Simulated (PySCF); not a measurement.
Radial density of Cd (cadmium, neutral)

UHF, [Kr] 4d10 5s1 5d1, high-spin 3D determinant (an excited configuration). Calculation: PySCF 2.14, in aug-cc-pwCVTZ-PP with ECP28MDF; scalar relativity through the core potential. This is the valence pseudo-density: the core potential removes the inner electrons and smooths the orbitals near the nucleus.

```tsv
r (bohr)	4πr²ρ (e/bohr)	4πr²(ρα − ρβ)
0.0168	1.848e-05	0.0000
0.0282	4.711e-05	0.0000
0.0475	0.0001139	0.0000
0.0799	0.0004333	0.0000
0.134	0.004200	0.0000
0.226	0.06223	-0.0001
0.380	1.315	0.0038
0.639	13.78	0.0436
1.08	16.93	-0.0536
1.81	3.901	0.3546
3.04	0.6151	0.4145
5.12	0.3459	0.3444
8.61	0.02259	0.0226
```

Energies and moments cover only the electrons outside the core potential. The outer electron is Rydberg-like, and this basis confines it to a smaller radius and binds it less than a complete one would.

(1) Where is the radial spin density 4πr²(ρα − ρβ) most negative, and why is it negative at all?

## Answers

(1) Around r = 1.08 bohr, down to -0.0536 e/bohr: exchange with the open shell polarises the paired shells in an unrestricted calculation.
